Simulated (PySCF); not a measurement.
# How methods differ on the ionisation energy of Zn¹⁴⁺

Zn¹⁴⁺ [Ne] 3s2 3p4 (3P) → Zn¹⁵⁺ [Ne] 3s2 3p3 (4S), as a difference of total energies. Calculation: PySCF 2.14, in an uncontracted even-tempered set (19 s from 0.81 bohr⁻², ratio 2.5; 12 p from 1.1 bohr⁻², ratio 2.5; 5 d from 7 bohr⁻², ratio 2.7; 4 f from 11 bohr⁻², ratio 2.7); scalar relativity by spin-free X2C-1e. Correlated levels: outer shells: 1s2 frozen; virtual orbitals above 40 to 60 times the deepest correlated orbital energy dropped. The calculations carry no spin-orbit coupling.

| method | ionisation energy (eV) |
| --- | --- |
| UHF | 488.29 |
| LDA | 490.48 |
| PBE | 490.46 |
| PBE0 | 490.37 |
| r2SCAN | 490.25 |
| r2SCAN0 | 490.19 |
| PW91 | 490.76 |
| MP2 (outer shells) | 489.24 |
| SCS-MP2 (outer shells) | 489.27 |

Problem. How much does correlation contribute at MP2 (outer shells)?

Solution. 489.24 − (488.29) = 0.95 eV, measured against UHF.

A first-order spin-orbit estimate (lowest level to lowest level, LS coupling) adds 1.419 eV.

For comparison: 490.6 ± 0.6 eV (semi-empirical (NIST evaluation); NIST Atomic Spectra Database, ionization energies).
